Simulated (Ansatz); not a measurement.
Reaction (ligand exchange at a Ge–C bond): `[SiH3][CH2][GeH2][SH]` + H₂S → `[SH][GeH2][SH]` + `C[SiH3]`

Gas-phase electronic energies from Ansatz, PBE0-D4/def2-TZVP geometries. CBS: MP2 limit from def2 TZ/QZ plus the TZ coupled-cluster correction, frozen cores. This one scheme is used for every species. Functionals use def2-TZVPP. For Ge outer-core shells are correlated without core-valence functions, which leaves a few kJ/mol of doubt a bond. Scalar relativity is left out up to krypton. Each species was taken in one conformer, which may not be the lowest.

(1) Is it downhill or uphill in electronic energy at CCSD(T)/CBS, and by how much? (Best estimate.)

(2) What do these levels give: r2SCAN, MP2/def2-TZVPP, SCS-MP2/def2-TZVPP, HF/def2-QZVPP, SCS-MP2/def2-QZVPP, CCSD/CBS(def2)? (Estimate.)

Largest T1 diagnostic among the species: 0.011.

Results:

(1) Computed: Downhill: ΔE = -48.6 kJ/mol.

(2) The calculation gave: r2SCAN -60.4, MP2/def2-TZVPP -48.7, SCS-MP2/def2-TZVPP -50.1, HF/def2-QZVPP -63.8, SCS-MP2/def2-QZVPP -51.0, CCSD/CBS(def2) -49.4 kJ/mol.

The D4 term adds +7.6 kJ/mol with B3LYP and +4.5 kJ/mol with PBE0; it sums over pairs of atoms, weighted by their polarisabilities, and B3LYP, whose exchange is more repulsive, gets the larger term. In def2-TZVPP, CCSD(T) changes the Hartree–Fock value by +15.5 kJ/mol (the triples alone add +0.8 kJ/mol) and MP2 by +14.6 kJ/mol.

B3LYP here is the variant with VWN-RPA as its local correlation; programs differ in this.
